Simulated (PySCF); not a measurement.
**Electron correlation in Cl³⁺ (chlorine, charge +3)**

[Ne] 3s2 3p2, high-spin 3P determinant. Computed with PySCF 2.14 in x2c-QZVPPall, with scalar relativity by spin-free X2C-1e. Frozen: [Ne]; 4 electrons correlated.

MP2 pair energies summed by pair of shells (mhartree):

| pair | energy | share (%) |
| --- | --- | --- |
| 3s-3p | -49.44 | 63.6 |
| 3s-3s | -20.32 | 26.1 |
| 3p-3p | -7.95 | 10.2 |

Total MP2 correlation energy: -77.71 mhartree.

Same-spin part -12.53 and opposite-spin part -65.18 mhartree; SCS-MP2 scales them by 1/3 and 6/5 to -82.40 mhartree.
